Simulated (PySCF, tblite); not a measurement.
C8H13OP.
Atom-mapped SMILES: `[CH2:1]=[CH:2][C:3]1=[C:4]([CH3:5])[CH2:6][CH2:7][P@@:8]1([CH3:9])=[O:10]` (hydrogens: H11, H12 on C1; H13 on C2; H14, H15, H16 on C5; H17, H18 on C6; H19, H20 on C7; H21, H22, H23 on C9)

The geometry is computed with GFN2-xTB (gas phase).

What internal coordinates does the optimisation give?

```csv
bond,length (Å),order
C1=C2,1.328,double
C2–C3,1.443,single
C3=C4,1.343,double
C4–C5,1.492,single
C4–C6,1.508,single
C6–C7,1.525,single
C7–P8,1.842,single
P8–C9,1.837,single
P8=O10,1.468,double
C3–P8,1.827,single
C1–H11,1.078,single
C1–H12,1.077,single
C2–H13,1.083,single
"C5–H14, C5–H15, C5–H16",1.089,single
C6–H17,1.093,single
C6–H18,1.095,single
C7–H19,1.090,single
C7–H20,1.093,single
"C9–H21, C9–H22, C9–H23",1.088,single
```

Bonds in one row agree within 0.01 Å and their mean is given. Orders are formal, as drawn. A selection of angles:
```csv
angle,degrees
C1–C2–C3,122.4
C2–C3–C4,128.2
C2–C3–P8,121.2
C4–C3–P8,110.6
C3–C4–C5,126.9
C3–C4–C6,116.8
C5–C4–C6,116.3
C4–C6–C7,108.9
C6–C7–P8,105.7
C7–P8–C9,106.6
C7–P8–O10,115.5
C9–P8–O10,113.5
C3–P8–C7,92.4
C3–P8–C9,106.1
C3–P8–O10,120.3
```

Torsions: C1–C2–C3–C4 174° (antiperiplanar); C2–C3–C4–C5 0° (synperiplanar); C3–C4–C6–C7 -17° (synperiplanar); C4–C6–C7–P8 24° (synperiplanar); C6–C7–P8–C9 87° (synclinal); C2–C3–P8–C7 -169° (antiperiplanar).

The C–C distances run from 1.328 Å (C1=C2, drawn double) to 1.525 Å (C6–C7, drawn single), a spread of 0.197 Å. The 5-membered ring C3–C4–C6–C7–P8 has internal angles of 92.4° to 116.8° (sum 534°, against 540° for a flat polygon); it is puckered, 0.11 Å rms from its mean plane, widest ring torsion 24°. P8 (phosphoryl phosphorus) has angles from 92.4° to 120.3°. Of the pairs four or more bonds apart, P8···H11 is among the closest relative to their van der Waals radii: 2.67 Å, 89 % of the sum of Bondi's values.

Point group: C1 (no symmetry element, even within 0.4 Å). Its GFN2-xTB frequencies are all real (lowest 68 cm⁻¹). One conformer, not necessarily the lowest. 2 starts were optimised and ended at 0.00 and 1.13 kcal/mol (GFN2-xTB); the lowest of these is shown.
